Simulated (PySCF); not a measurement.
**How methods differ on the excitation energy of F⁺**

F⁺ [He] 2s2 2p4 (3P) → F⁺ [He] 2s1 2p5 (3P), as a difference of total energies. Computed with PySCF 2.14 in dyall-av3z, with scalar relativity by spin-free X2C-1e. Correlated levels: valence: 1s2 frozen; virtual orbitals above 40 to 60 times the deepest correlated orbital energy dropped. The calculations carry no spin-orbit coupling.

Problem. Order these methods by the excitation energy they give, lowest first.
A. MP2 (valence)
B. LDA
C. BHandHLYP
D. HSE06

Solution. B (18.498 eV), D (19.517 eV), C (20.274 eV), A (20.863 eV).

Errors of the correlated levels include the incompleteness of this basis and the frozen core.

For comparison: 20.431 eV (measured; NIST levels, between the centres of gravity of the two terms).
